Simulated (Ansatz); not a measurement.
CH4Te (SMILES C[TeH]) moved off its minimum; all values from Ansatz (a first-principles code), cores frozen in correlated methods. Elements past Kr take the def2 small-core potentials, without spin–orbit coupling.
(charge 0, multiplicity 1)
```xyz
6

Te    -0.0141     0.2050     0.1580
H     -0.2868     1.3639    -0.9123
C     -0.0574    -1.4251    -1.1249
H      0.7562    -1.2761    -1.9208
H     -1.0076    -1.5981    -1.5696
H      0.2672    -2.3832    -0.5487
```

Forces at PBE/def2-TZVPP (eV/Å):

```
atom      Fx      Fy      Fz
----  ------  ------  ------
Te1    0.222  -0.041   2.140
H2    -0.240   0.815  -1.086
C3     2.690  -1.958  -0.771
H4    -1.160  -0.261   0.835
H5    -0.936  -0.132  -0.458
H6    -0.576   1.577  -0.661
```

Question: Give the forces (eV/Å), the total energy and the dipole at CCSD(T)/def2-TZVPPD.

Answer: 
| atom | Fx | Fy | Fz |
|---|---|---|---|
| Te1 | 0.189 | 0.068 | 2.019 |
| H2 | -0.209 | 0.684 | -0.975 |
| C3 | 2.721 | -2.128 | -0.890 |
| H4 | -1.330 | -0.286 | 0.978 |
| H5 | -0.727 | -0.091 | -0.368 |
| H6 | -0.644 | 1.754 | -0.764 |
Energy -307.5647 hartree, dipole 1.19 D.
